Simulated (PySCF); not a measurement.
**TDDFT excited states: C2H6Cl2Te**

TeCl2Me2, C2H6Cl2Te.
InChI=1S/C2H6Cl2Te/c1-5(2,3)4/h1-2H3

Computed, not measured: PySCF 2.14.0, density-fitted response routines, TDDFT B3LYP/def2-SVPD, vertical, gas phase, core orbitals frozen in the response, def2 core potentials past Kr. Geometry: PBE0-D3(BJ)/def2-SVP; no solvent, vibrations or thermal averaging. Spin–orbit coupling is left out.

```
state  E (eV)  ν̃ (cm⁻¹)       f  main configurations (H = HOMO, L = LUMO)
   S1    5.08      41010   0.035                    H→L (75%), H-4→L (22%)
   S2    5.17      41700   0.014                               H→L+1 (95%)
   S3    5.29      42680  0.0000                               H-1→L (96%)
   S4    5.45      43980  0.0054                               H-2→L (95%)
   S5    5.47      44110  0.0088                               H-3→L (95%)
   S6    5.65      45570  0.0034                             H-1→L+1 (92%)
   S7    5.69      45880  0.0005                             H-2→L+1 (96%)
   S8    5.70      45950   0.017                H-3→L+1 (86%), H-4→L (10%)
   S9    5.76      46480  0.0021                             H-4→L+1 (92%)
  S10    5.92      47780   0.013                               H→L+2 (98%)
```

Triplets, Tamm–Dancoff:

```tsv
state	E (eV)	λ (nm)	main configurations (H = HOMO, L = LUMO)
T1	4.25	291.4	H→L (92%)
T2	4.65	266.4	H→L+1 (91%)
T3	4.94	250.8	H-1→L (94%)
T4	5.03	246.5	H-4→L (90%)
```

The lowest singlet lies at 5.08 eV (244 nm, ultraviolet) and is of moderate strength; its leading configuration is HOMO→LUMO (75%). The lowest level is also the most intense of those listed (f = 0.035). S7/S8 lie within about 0.01 eV of each other. Löwdin shares by element: HOMO chlorine 74%, tellurium 20%; LUMO chlorine 48%, tellurium 42%. Of the 10 states listed, 4 reach f = 0.01 and 1 stays under 0.0005. Weighted by f, the mean energy of these states is 5.40 eV. Only the lowest 10 singlets were computed, as vertical energies without vibronic structure.
